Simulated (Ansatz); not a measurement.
Reaction (hydrogen abstraction from the In–H bond): `C[CH2][InH][NH2]` + F• → `C[CH2][In][NH2]`• + H–F

Program: Ansatz. Geometries: PBE0-D4/def2-TZVP. ΔE: electronic, gas phase. CCSD(T)/CBS adds triple-zeta CCSD(T) − MP2 to the extrapolated MP2 energy (def2 sets, frozen cores). This one scheme is used for every species, atoms too. Functionals use def2-TZVPP. B3LYP here is the variant with VWN-RPA as its local correlation; programs differ in this. No spin–orbit coupling; open shells (•) take unrestricted orbitals. Spin–orbit coupling would lower the free atoms: a little for F. Elements past krypton have def2 core potentials. For In outer-core shells are correlated without core-valence functions, so the limit isn't a true one: a few kJ/mol of doubt a bond, and 10 to 20 or more in all where bonds break to atoms. One conformer a species, not always the lowest.

`C[CH2][InH][NH2]`:

```xyz
12

C    -0.573    1.233   -0.863
C     0.833    0.660   -0.753
In    0.969   -1.028    0.583
N    -0.799   -1.493    1.434
H    -0.947    1.581    0.104
H    -1.286    0.493   -1.234
H    -0.610    2.087   -1.548
H     1.203    0.338   -1.731
H     1.539    1.418   -0.401
H     2.270   -2.042    1.060
H    -0.941   -2.248    2.085
H    -1.659   -0.999    1.263
```

`C[CH2][In][NH2]`•:

```xyz
11

C    -0.500    0.944   -0.801
C    -0.642    0.968    0.708
In    0.261   -0.859    1.610
N     1.310   -1.948    0.226
H    -1.021    0.093   -1.249
H    -0.922    1.850   -1.255
H     0.546    0.887   -1.113
H    -1.682    0.999    1.036
H    -0.122    1.813    1.165
H     1.668   -2.868    0.434
H     1.103   -1.880   -0.761
```

H–F:

Z-matrix (Å, degrees):
```
F
H 1 0.920
```

(1) Is it downhill or uphill in electronic energy at CCSD(T)/CBS, and by how much? (Best estimate.)

(2) What do these levels give: PBE-D4, ωB97M-V, PBE, PBE0, B3LYP, HF/def2-TZVPP, MP2/def2-TZVPP, SCS-MP2/def2-TZVPP, CCSD/def2-TZVPP, MP2/def2-QZVPP, HF/CBS(def2), CCSD/CBS(def2)? (Estimate.)

Largest T1 diagnostic among the species: 0.017.

Results:

(1) Computed: Downhill: ΔE = -66.7 kcal/mol.

(2) Computed: PBE-D4 -72.2, ωB97M-V -63.6, PBE -72.3, PBE0 -65.5, B3LYP -67.2, HF/def2-TZVPP -41.2, MP2/def2-TZVPP -70.0, SCS-MP2/def2-TZVPP -65.3, CCSD/def2-TZVPP -61.8, MP2/def2-QZVPP -71.9, HF/CBS(def2) -41.5, CCSD/CBS(def2) -65.0 kcal/mol.

From PBE to PBE0 (25 % exact exchange), in def2-TZVPP and without D4, ΔE moves by +6.8 kcal/mol. In def2-TZVPP, CCSD(T) changes the Hartree–Fock value by −22.3 kcal/mol (the triples alone add −1.7 kcal/mol) and MP2 by −28.8 kcal/mol.
